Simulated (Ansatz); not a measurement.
`[F][Sn][Cl]` + dimethylamine → `C[N](C)[Sn][Cl]` + H–F at 298.15 K and 1 bar (ligand exchange at the Sn–F bond).

Calculated with Ansatz (gas phase, PBE0-D4/def2-TZVP geometries, no zero-point term in ΔE). CBS: MP2 limit from def2 TZ/QZ plus the TZ coupled-cluster correction, frozen cores. This one scheme is used for every species. Elements past krypton have def2 core potentials. For Sn outer-core shells are correlated without core-valence functions, which leaves a few kJ/mol of doubt a bond. One conformer a species, not always the lowest.

```tsv
species	CCSD(T)/CBS energy (Eh)	H − E (kJ/mol)	S (J/(mol·K))
`[F][Sn][Cl]`	-773.69640	19.5	299.8
`CNC`	-135.00321	256.9	271.4
`C[N](C)[Sn][Cl]`	-808.28811	239.1	367.7
H–F	-100.39570	33.5	173.6
```

H − E and S are ideal-gas, rigid-rotor, harmonic terms from PBE0-D4/def2-TZVP, for one conformer and one mirror image of each species. 1 Eh = 2625.50 kJ/mol, R = 8.31446 J/(mol·K).

Question: By hand: ΔE, ΔH, ΔS and ΔG.

Answer: ΔE = (-808.28811) + (-100.39570) − (-773.69640) − (-135.00321) = 0.01580 Eh = 41.5 kJ/mol. Δ(H − E) = 239.1 + 33.5 − 19.5 − 256.9 = -3.8, so ΔH = 37.7 kJ/mol. ΔS = 367.7 + 173.6 − 299.8 − 271.4 = -29.9 J/(mol·K). ΔG = 37.7 − 298.15 × (-29.9)/1000 = 46.6 kJ/mol.

Question: By hand: the equilibrium constant, and the temperature at which ΔG would vanish if ΔH and ΔS stayed fixed.

Answer: log₁₀ K = −ΔG/(RT ln 10) = -8.2. ΔH and −TΔS have one sign here, so there is no such temperature.

ΔH outweighs TΔS. A doubt of 5 kJ/mol in ΔE shifts log₁₀ K by 0.9 here. Other conformers and mirror images would add mixing entropy, several J/(mol·K) or more a flexible species. These are equilibria of isolated gas molecules and say nothing of rates. Largest T1 diagnostic: 0.017 (customary marks: 0.02 for closed shells, 0.045 for open ones).
